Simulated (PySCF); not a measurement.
C3H6NSSi (doublet state).
Geometry (GFN2-xTB, Å), atoms numbered from 1 in this order:
```
atom  x, y, z in Å
C1    -1.5578   -0.0570    0.2692
C2    -0.3976   -0.7481   -0.4333
Si3    1.2961   -0.1721    0.2312
S4     2.8758   -1.1058   -0.8052
C5     1.3902    1.6648   -0.1279
N6     1.4377    2.7850   -0.3549
H7    -1.5457   -0.2640    1.3370
H8    -2.5061   -0.4088   -0.1341
H9    -1.5091    1.0209    0.1300
H10   -0.4508   -0.5516   -1.5062
H11   -0.4797   -1.8288   -0.3049
H12    1.4482   -0.3352    1.6732
```

The species is `C(#N)[Si@H]([S])CC` [radical].

Computed, not measured: UKS B3LYP, pcH-1 on C H N S Si, non-relativistic, mean-field spin-orbit, GIAO in PySCF 2.14.0. Isolated species at its GFN2-xTB geometry (one conformer only). A GFN2-xTB geometry isn't a minimum of the functional, and hyperfine couplings can be far from their values at a DFT geometry, by a factor of two or more for some ions and for spin on atoms past the first row.

Output of the driver script. The program numbers atoms from 0.

```
UKS, coarse grid
  cycle   1  E = -860.31940400  |g| = 3.82e-01
  cycle   2  E = -860.17022692  |g| = 6.81e-01
  cycle   3  E = -860.37677932  |g| = 1.78e-01
  cycle   4  E = -860.38950560  |g| = 4.56e-02
  cycle   5  E = -860.39042656  |g| = 1.08e-02
  cycle   6  E = -860.39049470  |g| = 4.83e-03
  cycle   7  E = -860.39051037  |g| = 1.19e-03
  cycle   8  E = -860.39051673  |g| = 7.68e-04
UKS, final grid
  cycle   1  E = -860.39051140  |g| = 8.27e-04
  cycle   2  E = -860.39051558  |g| = 1.01e-03
  cycle   3  E = -860.39051760  |g| = 6.34e-04
  cycle   4  E = -860.39051961  |g| = 5.83e-04
  cycle   5  E = -860.39053522  |g| = 5.23e-04
  cycle   6  E = -860.39056111  |g| = 4.39e-04
  cycle   7  E = -860.39056261  |g| = 3.69e-04
  cycle   8  E = -860.39057484  |g| = 3.15e-04
  cycle   9  E = -860.39057645  |g| = 2.00e-04
  cycle  10  E = -860.39057651  |g| = 6.01e-05
  cycle  11  E = -860.39057673  |g| = 1.92e-04
  cycle  12  E = -860.39057676  |g| = 3.31e-05
  cycle  13  E = -860.39057676  |g| = 3.87e-05
  cycle  14  E = -860.39057676  |g| = 9.85e-06
E = -860.39057676 Eh   <S^2> = 0.7529 (exact 0.7500)
g shifts (ppm)      1          2          3
  rmc          -211       -211       -211
  gc            -18         53         45
  oz_so          38      30275     497679
  total        -190      30116     497515
hyperfine (MHz)  atom isotope    a_iso     a_fc   dipolar eigenvalues
    0   13C       2.02       2.02     -1.23     -1.19      2.43
    1   13C      25.55      25.55     -5.13     -4.83      9.95
    2  29Si      36.01      36.01     -1.26      0.56      0.71
    3   33S      11.19      11.19    -84.70    -84.27    168.97
    4   13C      -1.87      -1.87     -0.63     -0.32      0.95
    5   14N      -0.13      -0.13     -0.16     -0.14      0.29
    6    1H      -0.53      -0.53     -1.28     -0.39      1.67
    7    1H       9.86       9.86     -1.17     -0.19      1.36
    8    1H       0.15       0.15     -1.21     -0.62      1.83
    9    1H      -3.29      -3.29     -3.65     -0.28      3.93
   10    1H      -2.80      -2.80     -3.30     -0.39      3.69
   11    1H      49.64      49.64     -2.77     -1.20      3.97
```

Problem. Find the weak point of this converged calculation.

Solution. The largest g shift is +0.498, past the limit of 0.03 at which the run flags a species of elements up to argon. The orbital-Zeeman/spin–orbit term is second order, a sum of spin–orbit matrix elements over excitation energies, so it grows and becomes less reliable as an excited state comes close; a shift this large should be checked with a method that treats spin–orbit coupling variationally or among several states. The contact and dipolar couplings don't rest on that expansion, but they belong to the state that the SCF found, and a close-lying state with the spin in another orbital would have other couplings; no stability test was run. The run left out the spin–orbit part of the hyperfine coupling.

Problem. Where is the spin in this solution (atoms counted from 1)?

Solution. The largest Mulliken spin population is on S4 (+0.95). ⟨S²⟩ = 0.7529 against the exact 0.7500, so spin contamination is small. 

Problem. Average a_iso over equivalent nuclei, turn it into first-order splittings with g = 2.0023, and give the multiplets for abundant isotopes (0.05 mT or more).

Solution. 
```tsv
nuclei (from 1)	isotope	I	position	a_iso (MHz)	|a| (mT)	splits into
H12	1H	1/2	2 bonds from S4	49.6	1.77	1:1 doublet
H10	1H	1/2	3 bonds from S4	-3.3	0.12	1:1 doublet
H7/H8/H9	1H	1/2	4 bonds from S4	3.2	0.11	1:3:3:1 quartet
H11	1H	1/2	3 bonds from S4	-2.8	0.10	1:1 doublet
```

Nuclei that the bonding pattern makes equivalent are averaged, as if the motion that swaps them (rotation, inversion, ring flip) were fast. The three 1H nuclei of mean +3.2 MHz run from -0.5 to 9.9 MHz in the frozen geometry.
